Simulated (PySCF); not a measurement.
Compound: BrCl.
SMILES: `ClBr`

Method: PySCF, PBE0-D3(BJ)/def2-SVP geometry optimisation, gas phase.

Take the most abundant isotopes and a rigid rotor. 

What are the moment of inertia and the rotational constant?

I = 113.552 u·Å², B = 505379 MHz·u·Å²/I = 4451 MHz (0.1485 cm⁻¹, or 0.214 K as hB/k). For two atoms I = μr² with μ = 24.2317 u and r = 2.1647 Å.

List the first levels of a rigid rotor in a Σ state.

E(J) = BJ(J+1): J = 1: 0.297, J = 2: 0.891, J = 3: 1.781, J = 4: 2.969, J = 5: 4.454, J = 6: 6.235 cm⁻¹.

Where do the first rotational lines fall?

The dipole is 0.55 D; J+1 ← J lies at 2B(J+1): 1 ← 0 at 8.90 GHz, 2 ← 1 at 17.80 GHz, 3 ← 2 at 26.70 GHz, 4 ← 3 at 35.60 GHz, 5 ← 4 at 44.51 GHz, 6 ← 5 at 53.41 GHz.

Estimate the classical rotational partition function at 10 K, 200 K and 500 K.

Point group C∞v, symmetry number σ = 1; q = kT/(σhB), k/h = 20836.6 MHz/K: 46.8 at 10 K, 936 at 200 K, 2340 at 500 K.

No PBE0-D3(BJ)/def2-SVP frequencies stand behind this structure, so it isn't proved a minimum. Constants of a rigid frame at the computed geometry: no zero-point averaging, no centrifugal distortion.
